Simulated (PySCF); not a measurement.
**RuOF2: fields on a plane**

Level of theory: UB3LYP/[Ru def2-SVP with ECP28, O def2-SVP, F def2-SVP], scalar-relativistic core potentials, density fitting, no spin–orbit coupling, PySCF.

The triplet minimum has Ru–F 1.838 Å (×2), Ru–O 1.653 Å; F–Ru–F 124.3°, F–Ru–O 117.9° (×2).

The plane holds Ru1 at (0.00, 0.00), O2 at (1.65, 0.00), F3 at (-0.86, 1.62), F4 at (-0.86, -1.62) Å. Columns run from x = -2.85 to 4.05 Å, rows from y = 4.05 (top) to -3.75 Å, in steps of 0.3 Å. Other isomers or separated fragments may lie lower. Core electrons replaced by a potential are absent, the electrostatic potential uses the reduced nuclear charge, and values within about 0.7 Å of such atoms have no physical meaning.

Question: Give the electrostatic potential (V) (cut at 20 V). Lower edges of the bins (V): '_' -0.68, '.' -0.55, ':' -0.36, '-' -0.05, '=' 0.43, '+' 1.20, '*' 2.42, '#' 4.36, '%' 7.43, '@' 12.29; top 20.0, each point printed twice.

Answer: 
```
::::::::::::::::::::::::::----------------------
::::::::::::::::::::::::::----------------------
::::::::..........::::::------------------------
::::::....______....::::------------------------
::::..____________..::::------------------------
::::..____::====--::::--------------------------
::....__--**%%%%##==----====--------------------
::::..::++@@@@@@@@##++========--------::::::::::
::::..::**@@@@@@@@%%****++++====----::::::::::::
--::::--**@@@@@@@@%%####****++==----::::::::::::
------==++##@@@@@@@@@@@@%%##**++==--::::::::::::
----====++##%%@@@@@@@@@@@@%%%%%%##++--::::::::::
--====++**##@@@@@@@@@@@@@@@@@@@@@@##==::..::::::
====++++**%%@@@@@@@@@@@@@@@@@@@@@@@@++--..::::::
====++++**%%@@@@@@@@@@@@@@@@@@@@@@@@++--..::::::
--====++**##@@@@@@@@@@@@@@@@@@@@@@##==::..::::::
----====++##%%@@@@@@@@@@@@%%%%%%##++--::::::::::
------==++##@@@@@@@@@@@@%%##**++==--::::::::::::
--::::--**@@@@@@@@%%####****++==----::::::::::::
::::..::**@@@@@@@@%%****++++====----::::::::::::
::::..::++@@@@@@@@##++========--------::::::::::
::....__--**%%%%##==----====--------------------
::::..____::====--::::--------------------------
::::..____________..::::------------------------
::::::....______....::::------------------------
::::::::..........::::::------------------------
::::::::::::::::::::::::::----------------------
```

Question: Give the spin density (e/Å³) (cut at ±0.5 e/Å³). Lower edges of the bins (e/Å³): '_' -0.095, '.' -0.078, ':' -0.061, '-' -0.044, '=' -0.027, '+' -0.010, '*' 0.006, '#' 0.023, '%' 0.040, '@' 0.057; top 0.07, each point printed twice.

Answer: 
```
++++++++++++++++++++++++++++++++++++++++++++++++
++++++++++++++++++++++++++++++++++++++++++++++++
++++++++++++++++++++++++++++++++++++++++++++++++
++++++++++++++++++++++++++++++++++++++++++++++++
++++++++++++++++++++++++++++++++++++++++++++++++
++++++++++++++++++++++++++++++++++++++++++++++++
++++++++++++++++++++++++++++++++++++++++++++++++
++++++++++==--==++++++++++++++++++++++++++++++++
++++++++++++==++++++++++++++++++++++++++++++++++
++++++++++++==..==++++++++++++++++++++++++++++++
++++++++++++++==++++**++++++++++++++++++++++++++
++++++++++++++++**********++======++++++++++++++
++++++++++++++**##@@@@##**++--::--==++++++++++++
++++++++++++****%%****%%**==______--++++++++++++
++++++++++++****%%****%%**==______--++++++++++++
++++++++++++++**##@@@@##**++--::--==++++++++++++
++++++++++++++++**********++======++++++++++++++
++++++++++++++==++++**++++++++++++++++++++++++++
++++++++++++==..==++++++++++++++++++++++++++++++
++++++++++++==++++++++++++++++++++++++++++++++++
++++++++++==--==++++++++++++++++++++++++++++++++
++++++++++++++++++++++++++++++++++++++++++++++++
++++++++++++++++++++++++++++++++++++++++++++++++
++++++++++++++++++++++++++++++++++++++++++++++++
++++++++++++++++++++++++++++++++++++++++++++++++
++++++++++++++++++++++++++++++++++++++++++++++++
++++++++++++++++++++++++++++++++++++++++++++++++
```

Open d and f shells are described by one determinant, and the ground state may have another occupation or spin.
